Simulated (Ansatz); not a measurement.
Total energies of SnTe, SMILES `[Sn][Te]`.

Z-matrix (Å, degrees):
```
Sn
Te 1 2.518
```

Charge 0, multiplicity 1. Correlated methods include outer-core shells of Sn, Te, which these sets cover unevenly. Sn, Te takes the def2 core potential. All single points use the PBE0-D4/def2-TZVP geometry. Basis def2-TZVPP, Ansatz.

RPA on PBE orbitals: Hartree–Fock energy of these orbitals -480.38426 Eh, correlation -0.97614 Eh (frozen core).

```
 functional  energy without D4 (Eh)  D4 term (kJ/mol)
LDA (SPW92)              -481.66971                 –
        PBE              -482.38160              -5.9
       BLYP              -482.29417             -11.7
     B97M-V              -482.36641                 –
       PBE0              -482.40099              -5.0
    r2SCANh              -482.54556              -1.2
    r2SCAN0              -482.51047              -1.4
    LC-ωPBE              -482.42380                 –
    ωB97X-V              -482.33515                 –
     B2PLYP              -482.00620                 –
```

Task: Give the same for revPBE, r2SCAN, B3LYP, HSE06 (plane-wave form), BHLYP, CAM-B3LYP, ωB97M-V, PBE-QIDH. (An estimate is asked.)

Result: The calculation gave: 
| functional | energy without D4 (Eh) | D4 term (kJ/mol) |
| --- | --- | --- |
| revPBE | -482.48144 | -9.8 |
| r2SCAN | -482.56943 | -1.0 |
| B3LYP | -482.54935 | -10.0 |
| HSE06 (plane-wave form) | -482.39845 | -5.0 |
| BHLYP | -482.25659 | -13.1 |
| CAM-B3LYP | -482.35799 | -5.5 |
| ωB97M-V | -482.30413 | – |
| PBE-QIDH | -482.03660 | – |

B3LYP takes the VWN-RPA correlation (the form of Gaussian; ORCA's B3LYP/G). HSE06 is the plane-wave form, built on full-range PBE exchange. The double hybrids freeze the cores in their second-order part.

LC-ωPBE has ω = 0.4 bohr⁻¹.
